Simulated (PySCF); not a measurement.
Planning a shielding job on `CBOCC`.

Method: GIAO LDA/pcSseg-1 NMR shielding, non-relativistic, gas phase (PySCF 2.14.0, density-fitted response routines). Geometry: PBE0-D3(BJ)/def2-SVP. Work: shieldings, density fitting. A driver script takes a list of jobs; this job's settings line and coordinates (Å) are shown.

Command:
```bash
OMP_NUM_THREADS=1 python probes_run.py task.json out
```

Input:
```
{"job": {"kind": "nmr", "xc": "LDA", "basis": "pcSseg-1", "pop": false}, "charge": 0, "multiplicity": 1}
C     -2.141793     1.315351    -0.024200
B     -1.114402     0.317400     0.607192
O     -0.154953    -0.231325    -0.163034
C      0.826865    -1.112995     0.337924
C      2.195310    -0.472062     0.293779
H     -3.175491     1.042759     0.244713
H     -2.057401     1.388357    -1.118205
H     -1.979324     2.320350     0.404727
H     -1.144924     0.023793     1.791812
H      0.569186    -1.416452     1.368243
H      0.808489    -2.018160    -0.291630
H      2.962521    -1.179227     0.643753
H      2.448619    -0.165572    -0.731988
H      2.230767     0.420205     0.937336
```

Hardware: an Arm Neoverse V2 with one thread, shared host with 96 logical CPUs at a one-minute load of 26. PySCF's memory limit was set to 1760 MB.

Q: How large is the basis?

A: 130 functions for 40 electrons, with 668 fitting functions; the fitted three-index integrals, 668 × 130 × 131/2 numbers of 8 bytes, come to 43 MiB.

Q: Estimate the wall time.

A: About 9.1 s. The SCF took 13 cycles.

Q: Estimate the peak memory.

A: About 0.55 GiB. Peak memory is the resident size of the whole Python process, interpreter and libraries included.

Q: At this speed, how long would 1000 such jobs take on 64 cores, one job a core?

A: 1000/64 gives 16 rounds of 9.1 s, about 2.4 min of wall time and 2.5 core-hours, if the jobs don't slow each other.

The SCF part of the output:
```
coarse grid: 11016 points
cycle   1  E = -217.6612673911  dE =  2.268e-01  |g| = 8.066e-01  |ddm| = 3.040e+00
cycle   2  E = -217.2060071311  dE =  4.553e-01  |g| = 1.663e+00  |ddm| = 2.451e+00
cycle   3  E = -217.7833380530  dE = -5.773e-01  |g| = 3.347e-01  |ddm| = 1.978e+00
cycle   4  E = -217.8065747138  dE = -2.324e-02  |g| = 5.857e-02  |ddm| = 2.593e-01
cycle   5  E = -217.8073295809  dE = -7.549e-04  |g| = 1.642e-02  |ddm| = 6.011e-02
cycle   6  E = -217.8073952406  dE = -6.566e-05  |g| = 5.004e-03  |ddm| = 1.941e-02
cycle   7  E = -217.8074020419  dE = -6.801e-06  |g| = 9.285e-04  |ddm| = 5.896e-03
final grid: 104392 points
cycle   8  E = -217.8662110930  dE = -4.267e-05  |g| = 4.503e-03  |ddm| = 1.867e-02
cycle   9  E = -217.8662036757  dE =  7.417e-06  |g| = 7.171e-03  |ddm| = 8.753e-03
cycle  10  E = -217.8662161007  dE = -1.243e-05  |g| = 7.329e-04  |ddm| = 5.244e-03
cycle  11  E = -217.8662161848  dE = -8.409e-08  |g| = 3.424e-04  |ddm| = 8.306e-04
cycle  12  E = -217.8662162057  dE = -2.091e-08  |g| = 4.222e-05  |ddm| = 2.500e-04
cycle  13  E = -217.8662162061  dE = -4.673e-10  |g| = 1.117e-05  |ddm| = 5.376e-05
converged SCF energy = -217.8662162061
```

On the final grid dE counts from the start density on that grid.

The host was shared with other jobs, so the times are rough.
